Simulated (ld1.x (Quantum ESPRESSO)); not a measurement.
**boron (B) RRKJ: all-electron and pseudo phase curves**

```
Element                 : boron (B)
Generator               : ld1.x (Quantum ESPRESSO) 7.5
Type                    : norm-conserving RRKJ (Kleinman–Bylander form)
Functional              : LDA (PZ)
Relativity              : scalar-relativistic
Frozen core             : [He]
Valence charge          : 3
Reference configuration : 2s2 2p1
Partial waves           : 2s (bound): rc 1.55 bohr; 3d channel at 0.3 Ry: rc 2.55 bohr; 2p (bound): rc 2.90 bohr
Local potential         : the p channel
Core correction         : none
```

The phase is arctan(r·u′/u) with u = r·R(r), unwrapped; energies in Ry, scanned from -3 to 5 Ry. A pole is an energy at which the radial function vanishes at the test radius. The pseudo phase is shifted by a multiple of π to meet the all-electron one at the reference energy, and phase errors are pseudo minus all-electron; the curves can meet again beyond the range given. Levels narrower than the energy grid can be missing from the lists of poles.

Q: For each channel, where are the poles, and over which energies does the pseudopotential scatter like the atom?

A:

| channel | radius (bohr) | reference energy (Ry) | poles, all-electron | poles, pseudo | unbroken range about the reference energy with phases within 0.05 rad | phase error 1 Ry above the reference energy (rad) |
| --- | --- | --- | --- | --- | --- | --- |
| s | 3.15 | -0.69 | -0.43, 3.37 | -0.42, 3.27 | below 0.6 | +0.021 |
| p | 3.15 | -0.27 | 0.04, 3.21 | 0.05, 3.86 | below 0.6 | +0.063 |
| d | 3.15 | 0.30 | 2.11 | 1.96 | below 2.2 | -0.022 |

Phases in the d channel:

```tsv
E (Ry)	all-electron	pseudo
-3.00	1.396	1.396
-2.52	1.382	1.381
-2.04	1.363	1.363
-1.56	1.339	1.339
-1.08	1.304	1.304
-0.60	1.249	1.248
-0.12	1.143	1.143
0.36	0.861	0.861
0.84	-0.313	-0.329
1.32	-1.253	-1.275
1.80	-1.491	-1.520
2.28	-1.606	-1.661
2.76	-1.703	-1.854
3.24	-1.840	-2.839
3.72	-2.237	-4.349
4.20	-3.856	-4.567
4.68	-4.423	-4.650
```
